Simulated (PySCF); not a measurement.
Basis and Hamiltonian dependence of the excitation energy of S(2+)

S(2+) [Ne] 3s2 3p2 (3P) → S(2+) [Ne] 3s1 3p3 (5S). Calculated with PySCF 2.14 from differences of total energies of unrestricted determinants, without spin-orbit coupling. Values in eV.

```json
{"basis": "aug-cc-pwCVDZ", "Hamiltonian": "non-relativistic", "functions": "36", "UHF": "5.278", "LDA": "7.350", "PBE0": "6.990", "MP2 (valence)": "6.260", "CCSD(T) (valence)": "6.714", "CCSD(T) (valence and next inner shell)": "6.854"}
{"basis": "x2c-TZVPPall", "Hamiltonian": "spin-free X2C", "functions": "42", "UHF": "5.399", "LDA": "7.474", "PBE0": "7.118", "MP2 (valence)": "6.552", "CCSD(T) (valence)": "n/a", "CCSD(T) (valence and next inner shell)": "7.092"}
{"basis": "aug-cc-pVTZ-DK", "Hamiltonian": "spin-free X2C", "functions": "50", "UHF": "5.402", "LDA": "7.470", "PBE0": "7.113", "MP2 (valence)": "6.575", "CCSD(T) (valence)": "6.976", "CCSD(T) (valence and next inner shell)": "n/a"}
{"basis": "def2-TZVPPD", "Hamiltonian": "non-relativistic", "functions": "51", "UHF": "5.260", "LDA": "7.327", "PBE0": "6.968", "MP2 (valence)": "6.424", "CCSD(T) (valence)": "6.837", "CCSD(T) (valence and next inner shell)": "6.963"}
{"basis": "aug-cc-pV(T+d)Z", "Hamiltonian": "non-relativistic", "functions": "55", "UHF": "5.270", "LDA": "7.329", "PBE0": "6.974", "MP2 (valence)": "6.446", "CCSD(T) (valence)": "6.856", "CCSD(T) (valence and next inner shell)": "n/a"}
{"basis": "x2c-QZVPPall", "Hamiltonian": "spin-free X2C", "functions": "70", "UHF": "5.391", "LDA": "7.475", "PBE0": "7.104", "MP2 (valence)": "6.656", "CCSD(T) (valence)": "7.027", "CCSD(T) (valence and next inner shell)": "7.179"}
{"basis": "dyall-av3z", "Hamiltonian": "spin-free X2C", "functions": "84", "UHF": "5.387", "LDA": "7.473", "PBE0": "7.101", "MP2 (valence)": "6.584", "CCSD(T) (valence)": "6.980", "CCSD(T) (valence and next inner shell)": "n/a"}
{"basis": "dyall-av3z", "Hamiltonian": "non-relativistic", "functions": "84", "UHF": "5.250", "LDA": "7.330", "PBE0": "6.960", "MP2 (valence)": "6.449", "CCSD(T) (valence)": "6.849", "CCSD(T) (valence and next inner shell)": "n/a"}
{"basis": "aug-cc-pV(Q+d)Z with one added diffuse shell each of s, p, d, f, g type", "Hamiltonian": "non-relativistic", "functions": "114", "UHF": "5.261", "LDA": "7.332", "PBE0": "6.965", "MP2 (valence)": "6.530", "CCSD(T) (valence)": "n/a", "CCSD(T) (valence and next inner shell)": "n/a"}
{"basis": "aug-cc-pCVQZ-DK", "Hamiltonian": "spin-free X2C", "functions": "134", "UHF": "5.393", "LDA": "7.476", "PBE0": "7.105", "MP2 (valence)": "6.667", "CCSD(T) (valence)": "n/a", "CCSD(T) (valence and next inner shell)": "n/a"}
{"basis": "aug-cc-pwCVQZ", "Hamiltonian": "non-relativistic", "functions": "134", "UHF": "5.257", "LDA": "7.333", "PBE0": "6.963", "MP2 (valence)": "6.542", "CCSD(T) (valence)": "n/a", "CCSD(T) (valence and next inner shell)": "n/a"}
```

Frozen in the all-electron rows: valence: [Ne]; valence and next inner shell: 1s2.
